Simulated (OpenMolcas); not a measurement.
Nb2+.

```
Program             : OpenMolcas 26.06
Basis               : ANO-RCC-VDZP [6s5p3d1f]
Scalar Hamiltonian  : DKH2, point nucleus
Active space        : 3 electrons in 6 orbitals (4d 5s)
State averaging     : 2S+1 = 4 even, 20 roots; 2S+1 = 2 even, 70 roots
Spin-orbit coupling : state interaction with AMFI integrals over the reference wave functions, term energies averaged over their components
```

Two sets of levels on these reference wave functions, in cm-1 above 4d3 4F 3/2: one from CASSCF and one from MS-CASPT2, IPEA 0.25 Eh, imaginary shift 0.1 Eh (closed shells correlated: 4s 4p).

```json
{"Level": "4d3 4F 3/2", "Set 1": "0.0", "Set 2": "0.0"}
{"Level": "4d3 4F 5/2", "Set 1": "550", "Set 2": "562"}
{"Level": "4d3 4F 7/2", "Set 1": "1265", "Set 2": "1282"}
{"Level": "4d3 4F 9/2", "Set 1": "2100", "Set 2": "2110"}
{"Level": "4d3 4P 3/2", "Set 1": "11270", "Set 2": "9290"}
{"Level": "4d3 4P 1/2", "Set 1": "11300", "Set 2": "9330"}
{"Level": "4d3 2G 7/2", "Set 1": "11580", "Set 2": "10400"}
{"Level": "4d3 2G 9/2", "Set 1": "12180", "Set 2": "11020"}
{"Level": "4d3 4P 5/2", "Set 1": "12280", "Set 2": "10280"}
{"Level": "4d3 2P 1/2", "Set 1": "13730", "Set 2": "11830"}
{"Level": "4d3 2P 3/2 [51 %]", "Set 1": "14030", "Set 2": "11970"}
{"Level": "4d3 2H 9/2", "Set 1": "15790", "Set 2": "14680"}
{"Level": "4d3 2H 11/2", "Set 1": "16170", "Set 2": "15060"}
{"Level": "4d3 2D 3/2(1) [66 %]", "Set 1": "16490", "Set 2": "14140"}
{"Level": "4d3 2D 5/2(1)", "Set 1": "16720", "Set 2": "14260"}
{"Level": "4d3 2F 7/2", "Set 1": "24870", "Set 2": "21550"}
```

Which set is which?

Set 2 is MS-CASPT2. Its levels of the other terms of 4d3 lie at 0.82 to 0.93 of the other set's values, as expected, since terms of lower spin or lower L gain more correlation energy than the Hund ground term. Against 12 measured levels (the list in Shadmi, J. Res. Natl. Bur. Stand. 70A, 435 (1966)) the mean absolute deviation is 930 cm-1 with it and 2300 cm-1 without; single levels miss by up to 1800 cm-1 with it.

CASPT2 does not keep the components of a term degenerate, so their means are used; among the terms shown or strongly mixed into the levels shown the widest spread is 540 cm-1 (4d3 4F, MS-CASPT2). Configurations are named by rounded mean occupations; where the s occupation lies near a half they are strongly mixed, a name can repeat and a true partner stay unpaired. Without dynamic correlation excited terms often stand tens of per cent too high (terms of higher spin than the ground term too low), and those without a measured partner can miss by more than the paired ones (holds for CASSCF). Measured partners are found by configuration, term and J. A level has none where our copy of the source lacks it or the pairing is in doubt (some pairs that miss far off the trend of their configuration count as doubtful), and it then counts in no deviation. Only configurations of the active space appear. Levels that lie high or do not pair safely by name in every column are left out.

A share in square brackets marks a mixed level and gives the weight of the term that names it, the lowest over the columns. A number in round brackets counts repeated terms of one configuration in the order of the reference energies.
